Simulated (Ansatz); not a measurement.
`C[S+](C)[Mo-6]([C]#[O+])([C]#[O+])([C]#[O+])([C]#[O+])[C]#[O+]`, relaxed with RKS PBE0-D4/def2-TZVP in Ansatz from a GFN2-xTB geometry. The force threshold is 0.005 eV/Å; the program also tests the step.

Total charge 0; spin multiplicity 1. Mo takes the def2 core potential.

Start:

```xyz
20

C     0.371   -1.241   -2.082
S    -0.861   -1.024   -0.769
C    -1.879    0.252   -1.560
Mo    0.397    0.190    1.151
C     1.338    1.083    2.605
O     1.881    1.593    3.467
C     1.989   -0.912    0.809
O     2.932   -1.526    0.643
C     1.044    1.534   -0.123
O     1.418    2.321   -0.859
C    -0.274   -1.170    2.408
O    -0.646   -1.929    3.166
C    -1.188    1.293    1.510
O    -2.084    1.954    1.745
H    -0.137   -1.591   -2.979
H     1.073   -1.997   -1.741
H     0.888   -0.304   -2.275
H    -2.681    0.497   -0.868
H    -1.281    1.135   -1.773
H    -2.299   -0.159   -2.476
```

**Question.** How much energy does the relaxation release, and in how many steps? (Estimate.)

**Answer.** The calculation gave: 26.84 kJ/mol, in 7 steps.

**Question.** Which bonds change most? (An estimate is asked.)

**Answer.** The calculation gave: Mo4–C11 from 1.970 to 2.045 Å; Mo4–C13 from 1.965 to 2.038 Å; Mo4–C7 from 1.965 to 2.038 Å; Mo4–C9 from 1.962 to 2.033 Å.

**Question.** Give the relaxed structure. (An estimate is asked.)

**Answer.** Computed: 
```xyz
20

C     0.344   -1.261   -2.105
S    -0.827   -0.964   -0.774
C    -1.887    0.236   -1.590
Mo    0.397    0.197    1.146
C     1.339    1.075    2.650
O     1.886    1.589    3.514
C     2.065   -0.926    0.817
O     3.014   -1.539    0.657
C     1.098    1.621   -0.125
O     1.495    2.424   -0.833
C    -0.304   -1.228    2.435
O    -0.679   -2.007    3.176
C    -1.231    1.354    1.549
O    -2.125    2.017    1.798
H    -0.182   -1.678   -2.965
H     1.071   -1.986   -1.742
H     0.857   -0.340   -2.382
H    -2.664    0.517   -0.881
H    -1.320    1.122   -1.878
H    -2.348   -0.223   -2.466
```
